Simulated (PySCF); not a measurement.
SiHBr₃, SMILES Br[SiH](Br)Br. Atoms are numbered in the order given.

```xyz
5

Si     0.0000     0.0000    -0.6210
Br    -1.8196    -1.0505     0.1028
Br     0.0000     2.1011     0.1028
Br     1.8196    -1.0505     0.1028
H      0.0000     0.0000    -2.0975
```
Charge 0, spin multiplicity 1.

Geometry: B3LYP-D3(BJ)/def2-SVP.

These are r2SCAN/def2-TZVP (PySCF) values and carry that method's errors.

Symmetry labels are those of the subgroup Cs that the program uses (full group C3v).

Problem. List the valence orbital energies around the gap with their symmetry. (Estimate from the structure and the level; the computed values follow.)

Solution. 
| orbital | symmetry | energy (eV) |
|---|---|---|
| HOMO−7 | A' | -10.44 |
| HOMO−6 | A" | -10.44 |
| HOMO−5 | A" | -8.48 |
| HOMO−4 | A' | -8.48 |
| HOMO−3 | A' | -8.07 |
| HOMO−2 | A' | -8.01 |
| HOMO−1 | A" | -8.01 |
| HOMO | A" | -7.67 |
| LUMO | A' | -1.90 |
| LUMO+1 | A' | -0.80 |
| LUMO+2 | A" | -0.80 |
| LUMO+3 | A' | 0.45 |
